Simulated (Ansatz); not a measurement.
Computed with Ansatz on PBE0-D4/def2-TZVP structures; ΔE is electronic, products minus reactants. CCSD(T)/CBS is the MP2 limit (def2-TZVPP, def2-QZVPP) plus CCSD(T) − MP2 in def2-TZVPP, frozen cores. This one scheme is used for every species, atoms too. For atomizations the MP2-based limit and the directly extrapolated one differ by several kJ/mol either way, and by 10 to 25 for some Ge, Se and Sn compounds, so smaller differences from it don't rank the levels. Functionals use def2-TZVPP. HSE06 is defined as in plane-wave codes. No spin–orbit coupling; open shells (•) take unrestricted orbitals. Spin–orbit coupling would lower the free atoms: a little for C, Cl, F, Si. Each species was taken in one conformer, which may not be the lowest.

`C[SiH](Cl)[SiH2]F` → C• + Cl• + F• + 6 H• + 2 Si•  (atomization)

```json
{"level": "revPBE-D4", "ΔE (kJ/mol)": "3744.6", "difference from CCSD(T)/CBS": "-74.8"}
{"level": "PBE0-D4", "ΔE (kJ/mol)": "3787.0", "difference from CCSD(T)/CBS": "-32.4"}
{"level": "HSE06-D4", "ΔE (kJ/mol)": "3788.7", "difference from CCSD(T)/CBS": "-30.7"}
{"level": "CAM-B3LYP-D4", "ΔE (kJ/mol)": "3812.9", "difference from CCSD(T)/CBS": "-6.5"}
{"level": "PBE-QIDH", "ΔE (kJ/mol)": "3780.4", "difference from CCSD(T)/CBS": "-39.0"}
{"level": "BLYP", "ΔE (kJ/mol)": "3707.6", "difference from CCSD(T)/CBS": "-111.8"}
{"level": "r2SCAN0", "ΔE (kJ/mol)": "3769.1", "difference from CCSD(T)/CBS": "-50.3"}
{"level": "HF/def2-TZVPP", "ΔE (kJ/mol)": "2908.9", "difference from CCSD(T)/CBS": "-910.5"}
{"level": "CCSD(T)/def2-TZVPP", "ΔE (kJ/mol)": "3714.6", "difference from CCSD(T)/CBS": "-104.8"}
{"level": "MP2/CBS(def2)", "ΔE (kJ/mol)": "3863.3", "difference from CCSD(T)/CBS": "43.9"}
{"level": "CCSD(T)/CBS", "ΔE (kJ/mol)": "3819.4", "difference from CCSD(T)/CBS": "0"}
```

Largest T1 diagnostic among the species: 0.012.

At CCSD(T), def2-SVP lies −274.4 kJ/mol from the extrapolated value and def2-TZVPP −104.8 kJ/mol: correlation converges slowly with the basis, and small sets miss more of it in the bonded molecule than in its fragments. In def2-TZVPP, CCSD(T) changes the Hartree–Fock value by +805.7 kJ/mol (the triples alone add +43.5 kJ/mol) and MP2 by +849.6 kJ/mol; breaking electron pairs costs correlation energy, which Hartree–Fock lacks. From r2SCAN to r2SCAN0 (25 % exact exchange), in def2-TZVPP and without D4, ΔE moves by −42.2 kJ/mol: exact exchange takes away binding that semilocal exchange gives to molecules.
